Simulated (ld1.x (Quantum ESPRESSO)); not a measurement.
## Ca: excitation energies, all-electron against TM

Ca, norm-conserving Troullier–Martins (Kleinman–Bylander form), made with ld1.x (Quantum ESPRESSO) 7.5 (PBE, scalar-relativistic). Core [Ar], reference 3d0 4s2 4p0. Waves: 4s (bound): rc 3.25 bohr; 4p (bound, empty): rc 4.00 bohr; 3d (bound, empty): rc 1.75 bohr. Local part: all-electron potential smoothed inside 3.05 bohr (lloc = -2). Core correction: a·sin(br)/r model core inside 1.10 bohr.

Energies are relative to the spin-unpolarised reference configuration 3d0 4s2 4p0; without spin polarisation the order of configurations can differ from experiment. Not all tests gave a result: 2 of 7 tests not solved or not reliable.

```
valence configuration  charge  ΔE all-electron (eV)  error AE − PS (meV)
          3d0 4s1 4p0      +1                 6.309                  0.0
        3d0 4s1.5 4p0    +0.5                 2.504                 +0.3
          3d0 4s1 4p1       0                 2.422                 -4.3
          3d0 4s0 4p2       0                 4.951                  -19
```

**Question.** What are ΔE and the potential's error for 3d1 4s0 4p0?

**Answer.** ΔE = 7.688 eV all-electron; the error (AE − PS) is -254 meV.

Levels in the configuration 3d1 4s0 4p0:

```json
{"level": "3d", "all-electron (eV)": "-5.687", "pseudo (eV)": "-5.382"}
```
